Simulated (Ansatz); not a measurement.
Start from `[SiH3]C1(Br)O[SiH2]1` and change one element to get `[SiH3]C1(Cl)O[SiH2]1`.

Ansatz, PBE0-D4/def2-TZVP geometries, multiplicity 1. 

Scalar relativity is left out up to krypton. Spin–orbit coupling is left out; it splits and shifts lone-pair levels of the heavy atoms by tenths of an eV.

```
                                          property  `[SiH3]C1(Br)O[SiH2]1`
size of the dipole moment (ωB97M-V/def2-TZVPP) / D                    2.71
           HOMO–LUMO gap (ωB97M-V/def2-TZVPP) / eV                   10.04
              HOMO–LUMO gap (PBE0/def2-TZVPP) / eV                    6.10
             HOMO energy (ωB97M-V/def2-TZVPP) / eV                   -9.47
             HOMO–LUMO gap (B3LYP/def2-TZVPP) / eV                    5.67
                 HOMO energy (PBE/def2-TZVPP) / eV                   -6.13
```

(1) What does the change do to each property? (Estimate.)

Answers

(1) Ansatz gave: 
```tsv
property	`[SiH3]C1(Cl)O[SiH2]1`	shift
size of the dipole moment (ωB97M-V/def2-TZVPP) / D	2.64	-0.07
HOMO–LUMO gap (ωB97M-V/def2-TZVPP) / eV	10.20	0.16
HOMO–LUMO gap (PBE0/def2-TZVPP) / eV	6.27	0.17
HOMO energy (ωB97M-V/def2-TZVPP) / eV	-9.55	-0.08
HOMO–LUMO gap (B3LYP/def2-TZVPP) / eV	5.84	0.17
HOMO energy (PBE/def2-TZVPP) / eV	-6.17	-0.04
```

With PBE0 the HOMO falls by 0.07 eV and the LUMO rises by 0.10 eV, so the gap widens by about 0.17 eV. PBE moves the HOMO by -0.04 eV and ωB97M-V by -0.08 eV. Dipoles are sizes alone; their direction can turn.

Positive LUMOs are unbound, so they and the gaps depend on the basis.

B3LYP here is the variant with VWN-RPA as its local correlation; programs differ in this.
